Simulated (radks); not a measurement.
Task: All-electron atom: Te3+ in [Kr] 4d10 5s2 6s1 (not the ground configuration). All-electron calculation, Dirac Kohn-Sham, PBE, spin-unpolarised, spherical densities, finite nucleus; Fermi nuclear charge, rms radius 4.7423 fm. Program: a radial shooting solver on a logarithmic mesh with Libxc functionals.

Spin-orbit splittings of the eigenvalues, e(l+1/2) - e(l-1/2), with zeta = 2 splitting/(2l+1) and mean radii in bohr:

shell  occ.  splitting (eV)  zeta (eV)  <r> j=l-1/2  <r> j=l+1/2
2p        6               ?          ?       0.1008       0.1064
3p        6           51.17      34.11       0.3122       0.3236
3d       10           10.70      4.280       0.2946       0.2983
4p        6           9.734      6.490       0.8006       0.8289
4d       10           1.489     0.5955       0.9546       0.9659

Estimate the 2p splitting.

Result: 274.5 eV (zeta = 183.0 eV).
